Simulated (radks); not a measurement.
Values are calculated unless marked as measured or tabulated.
These are the eigenvalues of the occupied orbitals of an atom or ion with whole-number occupations (hartree). Level of theory: non-relativistic Kohn-Sham, LDA (Slater exchange, Perdew-Wang correlation), spin-polarised, spherical densities, point nucleus (a radial shooting solver on a logarithmic mesh with Libxc functionals).

orbital  eigenvalue
1s up     -160.4448
1s down   -160.4435
2s up     -17.46836
2s down   -17.45757
2p up     -14.50114
2p down   -14.49250
3s up      -2.26063
3s down    -2.22810
3p up      -1.50537
3p down    -1.47198
3d up      -0.39588
4s up      -0.37996

Which element is it, and in what charge state? The configuration may be excited. Open shells, if any, are filled with parallel spins first.

Answer. Z = 21, scandium, charge +1: Sc+ in [Ar] 3d1 4s1. The list shows which subshells hold electrons but not how many an open one holds; the 1s level, -160.44 hartree, gives Z - s = 17.9 by -(Z - s)^2/2, which with screening narrows Z to a few neighbours, and the depths of the outer levels then fix element, charge and occupations together.
